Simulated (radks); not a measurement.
Kinetic energies: the exact non-interacting value of the Kohn-Sham orbitals and orbital-free approximations, as 100 (|E| - |E exact|)/|E exact|, negative where the magnitude is too small. Species: Ti15+ [He] 2s2 2p3; Tc [Kr] 4d5 5s2; Ru14+ [Ar] 3d10 4s2. All-electron calculation, non-relativistic Kohn-Sham, exchange-only LDA, spin-polarised, spherical densities, point nucleus. Program: a radial shooting solver on a logarithmic mesh with Libxc functionals. Every spin shell is full or empty, so the densities are truly spherical. Functionals are evaluated on that one density, not self-consistently.

exact (hartree): Ti15+ 693.246; Tc 4198.37; Ru14+ 4367.69
Thomas-Fermi: Ti15+ -8.12; Tc -5.54; Ru14+ -5.55
von Weizsacker: Ti15+ -30.27; Tc -56.34; Ru14+ -55.77
TF + vW: Ti15+ +61.60; Tc +38.13; Ru14+ +38.68
TF + vW/9: Ti15+ -0.38; Tc -0.68; Ru14+ -0.64
TF + vW/5: Ti15+ +5.82; Tc +3.20; Ru14+ +3.29
LC94: Ti15+ +0.02; Tc +0.07; Ru14+ +0.11
APBEK: Ti15+ +0.08; Tc +0.13; Ru14+ +0.17
Perdew 92: Ti15+ -0.36; Tc -0.68; Ru14+ -0.63
Thakkar: Ti15+ -0.10; Tc -0.52; Ru14+ -0.47
LKT: Ti15+ +37.55; Tc +20.32; Ru14+ +20.74
PG1: Ti15+ +31.46; Tc +16.00; Ru14+ +16.38
DePristo-Kress: Ti15+ -0.45; Tc -0.07; Ru14+ -0.04
